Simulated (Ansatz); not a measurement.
Start from `C/C=N\C[TeH]` and change one atom or group to get `C/C=N\[SiH2]Cl`.

Ansatz, PBE0-D4/def2-TZVP geometries, multiplicity 1. Each molecule was computed in one conformer, which needn't be the lowest.

Elements past krypton have def2 core potentials.  Spin–orbit coupling is left out; it splits and shifts lone-pair levels of the heavy atoms by tenths of an eV.

```csv
property,`C/C=N\C[TeH]`
LUMO energy (B3LYP/def2-TZVPP) / eV,-1.33
HOMO energy (PBE0/def2-TZVPP) / eV,-6.19
HOMO energy (ωB97M-V/def2-TZVPP) / eV,-8.31
HOMO–LUMO gap (PBE/def2-TZVPP) / eV,3.15
size of the dipole moment (B3LYP/def2-TZVPP) / D,2.02
size of the dipole moment (PBE/def2-TZVPP) / D,1.92
```

Question: Give the same properties after the change, and the shifts. (An estimate is asked.)

Answer: Computed: 
```json
{"property": "LUMO energy (B3LYP/def2-TZVPP) / eV", "`C/C=N\\[SiH2]Cl`": "-1.20", "shift": "0.13"}
{"property": "HOMO energy (PBE0/def2-TZVPP) / eV", "`C/C=N\\[SiH2]Cl`": "-7.27", "shift": "-1.08"}
{"property": "HOMO energy (ωB97M-V/def2-TZVPP) / eV", "`C/C=N\\[SiH2]Cl`": "-9.56", "shift": "-1.25"}
{"property": "HOMO–LUMO gap (PBE/def2-TZVPP) / eV", "`C/C=N\\[SiH2]Cl`": "3.87", "shift": "0.72"}
{"property": "size of the dipole moment (B3LYP/def2-TZVPP) / D", "`C/C=N\\[SiH2]Cl`": "2.28", "shift": "0.26"}
{"property": "size of the dipole moment (PBE/def2-TZVPP) / D", "`C/C=N\\[SiH2]Cl`": "2.24", "shift": "0.32"}
```

With PBE0 the HOMO falls by 1.08 eV and the LUMO rises by 0.13 eV, so the gap widens by about 1.21 eV. PBE moves the HOMO by -0.76 eV and ωB97M-V by -1.25 eV. Dipoles are sizes alone; their direction can turn.

B3LYP here is the variant with VWN-RPA as its local correlation; programs differ in this.
